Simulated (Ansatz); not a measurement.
Consider the hydrogenolysis of a C–Si bond: `CC(S)[SiH2]F` + H₂ → `CCS` + `F[SiH3]`.

Calculated with Ansatz (gas phase, PBE0-D4/def2-TZVP geometries, no zero-point term in ΔE). CCSD(T)/CBS is the MP2 limit (def2-TZVPP, def2-QZVPP) plus CCSD(T) − MP2 in def2-TZVPP, frozen cores. This one scheme is used for every species. DFT in def2-TZVPP. HSE06 is defined as in plane-wave codes. One conformer a species, not always the lowest.

Problem. Is it downhill or uphill in electronic energy at CCSD(T)/CBS, and by how much? (Estimate.)

Solution. Ansatz gave: Downhill: ΔE = -13.4 kJ/mol.

Problem. What do these levels give: revPBE-D4, r2SCAN0-D4, CAM-B3LYP-D4, B2PLYP, PBE, PBE0, r2SCANh, HSE06, CAM-B3LYP, MP2/def2-SVP, HF/def2-TZVPP, CCSD/CBS(def2)? (Best estimate.)

Solution. The calculation gave: revPBE-D4 -2.3, r2SCAN0-D4 -13.7, CAM-B3LYP-D4 -20.8, B2PLYP -23.5, PBE -16.2, PBE0 -20.8, r2SCANh -14.0, HSE06 -20.6, CAM-B3LYP -29.7, MP2/def2-SVP -18.0, HF/def2-TZVPP -52.3, CCSD/CBS(def2) -20.4 kJ/mol.

Problem. What do rigid-rotor, harmonic-oscillator terms from PBE0-D4/def2-TZVP frequencies (298.15 K, 1 bar) make of the CCSD(T)/CBS value? (Best estimate.)

Solution. Computed: ΔZPE = +18.4 kJ/mol, ΔH = -0.2 kJ/mol, ΔS = 38 J/(mol·K), ΔG = -11.6 kJ/mol.

Largest T1 diagnostic among the species: 0.011.

From PBE to PBE0 (25 % exact exchange), in def2-TZVPP and without D4, ΔE moves by −4.6 kJ/mol. The D4 term adds +15.6 kJ/mol with B3LYP and +8.5 kJ/mol with PBE0; it sums over pairs of atoms, weighted by their polarisabilities, and B3LYP, whose exchange is more repulsive, gets the larger term.

B3LYP here is the variant with VWN-RPA as its local correlation; programs differ in this.
